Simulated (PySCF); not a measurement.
Isomers of C6H11O2P, one conformer each; single-point electronic energies without zero-point terms and without any empirical dispersion term.

All values: PBE0/pcSseg-1 (PySCF, non-relativistic), each on one gas-phase PBE0-D3(BJ)/def2-SVP geometry that isn't relaxed in the solvent. The solvent is an IEF-PCM continuum (van der Waals radii × 1.2). Specific hydrogen bonds and non-electrostatic terms are outside this model.

```
                  isomer  relative energy, gas (kJ/mol)  dipole (D)
 `C[P@@](=O)(O)C1=CCCC1`                            0.0        3.32
    `O=P(O)(C1CC1)C1CC1`                          116.7        2.71
`C/C=C\[P@H](=O)CC(C)=O`                          129.5        4.23
```

How do the relative energies look in methanol (ε = 32.61)?

```tsv
isomer	relative energy, solvent (kJ/mol)	E(solvent) − E(gas) (kJ/mol)	dipole in solvent (D)
`C[P@@](=O)(O)C1=CCCC1`	0.0	-44.4	4.32
`O=P(O)(C1CC1)C1CC1`	119.6	-41.5	3.70
`C/C=C\[P@H](=O)CC(C)=O`	128.9	-45.0	5.46
```

The order is unchanged. Conformers: `[CH3:1][P@@:2](=[O:3])([OH:4])[C:5]1=[CH:6][CH2:7][CH2:8][CH2:9]1` with C1–P2–O4–H -155°, C1–P2–C5–C6 -100°, C5–C6–C7–C8 -14°, C6–C7–C8–C9 23°, C7–C8–C9–C5 -23°, P2–C5–C9–C8 -171°; `[O:1]=[P:2]([OH:3])([CH:4]1[CH2:5][CH2:6]1)[CH:7]1[CH2:8][CH2:9]1` with O1–P2–O3–H -26°, O1–P2–C4–C5 -40°, O1–P2–C7–C8 -30°; `[CH3:1]/[CH:2]=[CH:3]\[P@H:4](=[O:5])[CH2:6][C:7]([CH3:8])=[O:9]` with C2–C3–P4–O5 10°, C3–P4–C6–C7 -176°, P4–C6–C7–C8 -77°. `C/C=C\[P@H](=O)CC(C)=O` gains most from the continuum, and it has the largest gas-phase dipole. The gains span 3.5 kJ/mol, the gas-phase energies 129.5 kJ/mol.
